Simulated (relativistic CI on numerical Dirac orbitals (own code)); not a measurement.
# Calculated levels, Eu⁵⁵⁺

Computed by Dirac-Coulomb-Breit CI, separate exchange-only KLI orbitals for each configuration, model QED (radiative potential, 1s self-energy scaled to tabulated hydrogen-like ionisation energies), unscaled Slater integrals (own radial code, finite nucleus).

Configuration list (outside the closed core 1s2): 2s2 2p4, 2s 2p5, 2p6, 2p5 3s, 2p5 3p, 2p5 3d, 2s2 2p3 3s, 2s2 2p3 3p, 2s2 2p3 3d, 2s 2p4 3s, 2s 2p4 3p, 2s 2p4 3d, 2s2 2p3 4s, 2s2 2p3 4p, 2s2 2p3 4d, 2s2 2p3 4f, 2s 2p4 4s, 2s2 2p2 3s2, 2s 2p4 4p, 2s 2p4 4d, 2s 2p4 4f, 2s2 2p2 3s 3p, 2s2 2p3 5s, 2s2 2p3 5p, 2s2 2p2 3s 3d, 2s2 2p2 3p2, 2s2 2p3 5d, 2s2 2p3 5f, 2s2 2p3 5g, 2s2 2p2 3p 3d, 2s 2p3 3s2, 2s2 2p2 3d2, 2s 2p3 3s 3p, 2s 2p3 3s 3d, 2s 2p3 3p2, 2s 2p4 5s. Levels of other configurations are missing.

The lowest level is 2s2 2p4 3P_2, with 69 % of that term; Hund's rules for 2s2 2p4 give 3P with J = 2, in agreement.

```
No.      Configuration  Term  J   E (Ry)    %       jj configuration (%)
  1            2s2 2p4    3P  2    0.000   69              2p3/2^2 (100)
  2            2s2 2p4    1S  0    3.526   64              2p3/2^2 (100)
  3            2s2 2p4    3P  1   49.279  100        2p1/2 2p3/2^3 (100)
  4            2s2 2p4    1D  2   50.618   69        2p1/2 2p3/2^3 (100)
  5             2s 2p5   3P°  2   72.974  100           2s 2p3/2^3 (100)
  6             2s 2p5   1P°  1   77.930   59            2s 2p3/2^3 (99)
  7            2s2 2p4    3P  0  101.220   64               2p3/2^4 (99)
  8             2s 2p5   3P°  0  122.960  100     2s 2p1/2 2p3/2^4 (100)
  9             2s 2p5   3P°  1  125.533   59      2s 2p1/2 2p3/2^4 (99)
 10                2p6    1S  0  153.484   99                closed (99)
 11        2p3(2P°) 3s   3P°  2  454.838   48             2p3/2 3s (100)
 12        2p3(2P°) 3s   1P°  1  455.405   32             2p3/2 3s (100)
 13        2p3(2P°) 3p    3P  1  461.881   32          2p3/2 3p1/2 (100)
 14        2p3(2P°) 3p    3D  2  462.013   25          2p3/2 3p1/2 (100)
 15        2p3(2P°) 3p    3D  3  475.954   49          2p3/2 3p3/2 (100)
 16        2p3(4S°) 3p    3P  1  475.971   35          2p3/2 3p3/2 (100)
 17        2p3(2P°) 3p    3P  2  477.699   44           2p3/2 3p3/2 (99)
 18        2p3(2D°) 3p    3P  0  479.251   71           2p3/2 3p3/2 (99)
 19        2p3(2P°) 3d   3D°  2  483.268   33           2p3/2 3d3/2 (99)
 20        2p3(2P°) 3d   3F°  3  483.773   27           2p3/2 3d3/2 (97)
 21        2p3(2P°) 3d   3D°  1  483.987   33           2p3/2 3d3/2 (99)
 22        2p3(2P°) 3d   3P°  0  484.139   63          2p3/2 3d3/2 (100)
 23        2p3(2P°) 3d   3F°  4  487.045   50          2p3/2 3d5/2 (100)
 24        2p3(4S°) 3d   3D°  2  487.768   34           2p3/2 3d5/2 (99)
 25        2p3(2P°) 3d   3D°  3  488.803   46           2p3/2 3d5/2 (97)
 26        2p3(4S°) 3d   3D°  1  489.491   35           2p3/2 3d5/2 (99)
 27        2p3(4S°) 3s   5S°  2  502.939   54      2p1/2 2p3/2^2 3s (99)
 28        2p3(4S°) 3s   3S°  1  503.678   55     2p1/2 2p3/2^2 3s (100)
 29        2p3(2D°) 3s   3D°  3  504.675  100     2p1/2 2p3/2^2 3s (100)
 30        2p3(2D°) 3s   1D°  2  505.183   66     2p1/2 2p3/2^2 3s (100)
 31        2p3(2P°) 3s   3P°  0  507.645  100     2p1/2 2p3/2^2 3s (100)
 32        2p3(2P°) 3s   3P°  1  507.880   66     2p1/2 2p3/2^2 3s (100)
 33        2p3(4S°) 3p    5P  1  509.853   46  2p1/2 2p3/2^2 3p1/2 (100)
 34        2p3(2D°) 3p    3F  2  510.431   34  2p1/2 2p3/2^2 3p1/2 (100)
 35        2p3(2D°) 3p    3F  3  511.660   44  2p1/2 2p3/2^2 3p1/2 (100)
 36        2p3(2D°) 3p    3P  2  513.880   52   2p1/2 2p3/2^2 3p1/2 (99)
 37        2p3(2P°) 3p    3D  1  514.480   73   2p1/2 2p3/2^2 3p1/2 (99)
 38        2p3(2P°) 3p    3P  0  517.266   64   2p1/2 2p3/2^2 3p1/2 (98)
 39  2s 2p4(3P)<4P> 3s    5P  3  522.338   50         2s 2p3/2^2 3s (69)
 40        2p3(4S°) 3p    3P  2  523.660   28   2p1/2 2p3/2^2 3p3/2 (71)
 41        2p3(4S°) 3p    3P  0  524.180  100   2p1/2 2p3/2^2 3p3/2 (99)
 42        2p3(4S°) 3p    5P  3  524.630   40   2p1/2 2p3/2^2 3p3/2 (80)
 43        2p3(2D°) 3p    1P  1  525.186   50   2p1/2 2p3/2^2 3p3/2 (98)
 44  2s 2p4(3P)<4P> 3s    3P  2  525.311   42         2s 2p3/2^2 3s (69)
 45        2p3(2D°) 3p    3F  4  525.745  100  2p1/2 2p3/2^2 3p3/2 (100)
```

Energies count from the lowest computed level; ° marks odd parity. Percentages are summed over parent terms; the parents shown are those of the largest component, closed shells are left out there, and <> holds an intermediate term. Filled j subshells are mostly left out of the jj labels.

The mean weight of the leading LS term, summed over parents, in these 45 levels is 58 %, and that of the leading jj configuration (from the same eigenvectors) 97 %, so jj coupling describes them better and the LS labels are nominal.

At this charge energies of transitions that change n are usually good to better than 1 %, and those within a shell (Δn = 0) to a few per cent.

LS names give the leading component of a level, which can be under half, so a name can repeat, a term be missing and a line seem to break the LS rules.
